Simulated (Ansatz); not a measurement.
Gas-phase electronic energies from Ansatz, PBE0-D4/def2-TZVP geometries. CCSD(T)/CBS adds triple-zeta CCSD(T) − MP2 to the extrapolated MP2 energy (def2 sets, frozen cores). This one scheme is used for every species. Functionals use def2-TZVPP. B3LYP here is the variant with VWN-RPA as its local correlation; programs differ in this. HSE06 is defined as in plane-wave codes. Each species was taken in one conformer, which may not be the lowest.

Consider the ligand exchange at a B–O bond: `OBCF` + HCl → `FCBCl` + H₂O.

`OBCF`:

```xyz
8

O     0.494    0.897    1.243
B    -0.146    0.590    0.093
C     0.021   -0.880   -0.439
F    -0.674   -1.101   -1.621
H     0.362    1.804    1.526
H    -0.807    1.406   -0.489
H    -0.332   -1.605    0.305
H     1.080   -1.110   -0.618
```

HCl:

Z-matrix (Å, degrees):
```
Cl
H 1 1.279
```

`FCBCl`:

```xyz
7

F    -1.700    0.306   -0.220
C    -0.540   -0.431   -0.104
B     0.763    0.388    0.133
Cl    0.755    2.116    0.244
H    -0.662   -1.152    0.718
H    -0.418   -1.040   -1.013
H     1.803   -0.187    0.242
```

H₂O:

Z-matrix (Å, degrees):
```
O
H 1 0.960
H 1 0.960 2 105.1
```

(1) Is it downhill or uphill in electronic energy at CCSD(T)/CBS, and by how much? (An estimate is asked.)

(2) What do these levels give: PBE-D4, r2SCANh-D4, PBE-QIDH, revPBE, B3LYP, r2SCAN0, HSE06, CCSD/def2-SVP, CCSD(T)/def2-SVP, HF/def2-TZVPP, CCSD/def2-TZVPP, HF/def2-QZVPP? (Best estimate.)

(3) What do rigid-rotor, harmonic-oscillator terms from PBE0-D4/def2-TZVP frequencies (298.15 K, 1 bar) make of the CCSD(T)/CBS value? (An estimate is asked.)

Largest T1 diagnostic among the species: 0.012.

Results:

(1) Ansatz gave: Uphill: ΔE = +42.3 kJ/mol.

(2) Computed: PBE-D4 40.6, r2SCANh-D4 43.1, PBE-QIDH 43.0, revPBE 41.1, B3LYP 50.2, r2SCAN0 43.8, HSE06 42.9, CCSD/def2-SVP 61.3, CCSD(T)/def2-SVP 60.7, HF/def2-TZVPP 54.1, CCSD/def2-TZVPP 48.4, HF/def2-QZVPP 54.1 kJ/mol.

(3) Ansatz gave: ΔZPE = +1.6 kJ/mol, ΔH = +44.7 kJ/mol, ΔS = 7 J/(mol·K), ΔG = +42.7 kJ/mol.

Leaving LDA and LC-ωPBE aside and taking each functional with its dispersion term where it has one, the values, not all of them listed here, spread over 14.1 kJ/mol, from revPBE-D4 to CAM-B3LYP-D4. LDA lies +4.5 kJ/mol from PBE without D4. In def2-TZVPP, CCSD(T) changes the Hartree–Fock value by −7.5 kJ/mol (the triples alone add −1.8 kJ/mol) and MP2 by −11.9 kJ/mol.
